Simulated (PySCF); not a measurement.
# SMILES CN(C)/C=C/C=C/C#N, C7H10N2

Cartesian coordinates in Å; atom numbers follow the order of the lines, from 1:
```xyz
19

C    -1.849   -1.115    0.671
N    -1.543    0.123    0.005
C    -2.611    0.794   -0.691
C    -0.256    0.502   -0.168
C     0.864   -0.159    0.248
C     2.166    0.392    0.040
C     3.334   -0.189    0.418
C     4.600    0.405    0.181
N     5.644    0.883   -0.006
H    -2.921   -1.148    0.910
H    -1.286   -1.193    1.614
H    -1.602   -1.997    0.051
H    -2.254    1.758   -1.078
H    -3.457    0.991   -0.012
H    -2.988    0.203   -1.546
H    -0.136    1.455   -0.694
H     0.791   -1.128    0.747
H     2.221    1.363   -0.468
H     3.336   -1.156    0.931
```

Method: PySCF, quadratic response CAM-B3LYP/aug-cc-pVDZ first hyperpolarisability, Taylor convention, gas phase. Geometry: PBE0-D3(BJ)/def2-SVP.

Question: Give the tensor of the static β(0;0,0) in the axes of these coordinates.

Answer: In au, Taylor convention; rows are the first index (the induced dipole):
|  | xx | yy | zz | xy | xz | yz |
| --- | --- | --- | --- | --- | --- | --- |
| x | -1605.0 | +54.4 | +113.9 | -340.2 | +127.8 | -4.7 |
| y | -340.2 | +72.5 | +30.8 | +54.4 | -4.7 | +37.7 |
| z | +127.8 | +37.7 | +35.9 | -4.7 | +113.9 | +30.8 |

Norm of βᵢ = ⅓ Σⱼ (βᵢⱼⱼ + βⱼᵢⱼ + βⱼⱼᵢ): 1470.0 au, hyper-Rayleigh value 673.5 au.
